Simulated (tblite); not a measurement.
O$_{2}$Si, charge -1, doublet, geometry from GFN2-xTB (a state made from the parent by changing its charge; the spin is typed, not shown lowest); IPEA1-xTB (tblite).

The tblite input:
```
$ tblite run mol.xyz --method ipea1 --charge -1 --spin 1 --json tblite.json --no-restart

# file mol.xyz
3

O     -1.38660487     0.36377234    -0.18425808
Si    -0.02557603    -0.27268081     0.19968976
O      1.43136292     0.11341908    -0.16519900
```

Question: What does tblite print? Leave out banner, timings and long lists.

Answer: 
```
xTB calculator
 | screened Coulomb repulsion
 | Coulomb electrostatics
 |  * isotropic Klopman-Ohno-Mataga-Nishimoto electrostatics
 |  * onsite third-order electrostatics
 | DFT-D3(BJ) dispersion correction

halogen bonding energy    0.0000000000000E+00 Eh
repulsion energy          5.9416902930278E-02 Eh
dispersion energy        -5.2133882406607E-04 Eh
number of electrons       1.7000000000000E+01 e
integral cutoff           4.0000000000000E+01 bohr

------------------------------------------------------------
  cycle        total energy    energy error   density error
------------------------------------------------------------
      1     -11.63944746400  -1.1698343E+01   6.2371507E-01
      2     -11.64736024950  -7.9127855E-03   3.4926799E-01
      3     -11.61907765971   2.8282590E-02   1.6039847E-01
      4     -11.65134677527  -3.2269116E-02   2.1501344E-02
      5     -11.65103660376   3.1017151E-04   2.2453950E-02
      6     -11.65186619658  -8.2959282E-04   1.1837362E-03
      7     -11.65186828409  -2.0875089E-06   1.0570507E-04
      8     -11.65186828969  -5.5936553E-09   2.1256683E-05
      9     -11.65186829030  -6.1656280E-10   5.9210786E-07
------------------------------------------------------------

electronic energy        -1.1710763854410E+01 Eh
total energy             -1.1651868290304E+01 Eh

Post processing:
 | Mayer-Wiberg bond orders

[Info] JSON dump of results written to 'tblite.json'
```
